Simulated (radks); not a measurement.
Radial electron density D(r) = 4 pi r^2 rho(r) of an atom or ion with 26 electrons. Method: non-relativistic Kohn-Sham, LDA (Slater exchange, Perdew-Wang correlation), spin-polarised, spherical densities, point nucleus; computed with a radial shooting solver on a logarithmic mesh with Libxc functionals.

r (bohr)  D(r) (e/bohr)   spin D(r)
0.003283          1.676  -0.0000478
0.003701          2.082  -0.0000594
0.004173          2.578  -0.0000735
0.004705          3.181  -0.0000907
0.005348          3.964   -0.000113
0.006029          4.851   -0.000138
0.006798          5.907   -0.000168
0.007665          7.154   -0.000204
0.008642          8.612   -0.000245
0.009744          10.30   -0.000292
0.01107           12.35   -0.000350
0.01249           14.51   -0.000411
0.01408           16.89   -0.000478
0.01587           19.43   -0.000548
0.0179            22.08   -0.000622
0.02018           24.75   -0.000696
0.02293           27.48   -0.000770
0.02586           29.78   -0.000832
0.02916           31.66   -0.000882
0.03287           32.98   -0.000911
0.03706           33.62   -0.000913
0.04212           33.47   -0.000866
0.0475            32.60   -0.000743
0.05355           31.18   -0.000482
0.06038           29.50   0.0000406
0.06808           27.92     0.00106
0.07676           26.88     0.00298
0.08724           26.78     0.00687
0.09836           27.85      0.0135
0.1109            29.98      0.0250
0.125             32.79      0.0440
0.141             35.61      0.0747
0.159             37.62       0.122
0.1807            38.02       0.198
0.2037            36.32       0.299
0.2297            32.72       0.437
0.259             27.86       0.616
0.292             22.84       0.835
0.3318            18.57        1.11
0.3741            16.46        1.38
0.4218            16.31        1.65
0.4756            17.57        1.88
0.5363            19.26        2.04
0.6046            20.32        2.11
0.6872            20.02        2.07
0.7748            18.26        1.92
0.8736            15.44        1.70
0.985             12.15        1.44
1.111             8.949        1.15
1.252             6.218       0.884
1.423             3.988       0.627
1.605             2.514       0.429
1.809             1.522       0.274
2.04             0.8823       0.162
2.3              0.4850      0.0876
2.593            0.2488      0.0425
2.947            0.1108      0.0171
3.323           0.04638     0.00621
3.747           0.01706     0.00187

What is the nuclear charge?

Answer. Z = 28. The innermost maximum, from 1s, lies near 1/Z = 0.0357 bohr (found: 0.0386), and its height grows with Z. The density is that of the nickel ion Ni2+ in [Ar] 3d8; the configuration itself is not fixed sharply by these data, and Z only to about a unit. D(r) has 3 maxima, at r = 0.0386, 0.174, 0.629 bohr, and minima at 0.0825, 0.402 bohr, inside which lie 2.10, 10.85 electrons.
